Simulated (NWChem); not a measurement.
**Basis-set dependence for 1,2,4-triazole (C$_{2}$H$_{3}$N$_{3}$)**

SMILES: c1nc[nH]n1
```xyz
8

C     -1.1194    -0.0220     0.0000
N     -0.4122     1.1421     0.0000
C      0.8382     0.7262     0.0000
N      0.8674    -0.6272     0.0000
N     -0.3845    -1.1231     0.0000
H     -2.2086    -0.0608     0.0000
H      1.7350     1.3460     0.0000
H      1.6654    -1.2532     0.0000
```
Charge 0, spin multiplicity 1.

All runs are NWChem calculations. Structure: optimised with B3LYP/def2-SVP, a minimum by its harmonic frequencies.

Hartree-Fock energies in Ha, correlation energies in mHa.

The correlated methods keep 5 core orbitals frozen. Coupled-cluster values serve here as a point of comparison, not as the truth.

```
basis     functions         RHF     MP2  SCS-MP2    CCSD  CCSD+T(CCSD)  CCSD(T)
--------  ---------  ----------  ------  -------  ------  ------------  -------
STO-3G           28  -237.73605  -289.7   -292.5  -332.6        -342.1   -341.6
def2-SVP         85  -240.61816  -748.1   -722.5  -765.7        -798.9   -797.7
```

From STO-3G to def2-SVP the Hartree-Fock energy moves by -2882.1 mHa and the MP2 correlation energy by -458.4 mHa, which is 61 % of its value in the larger set.
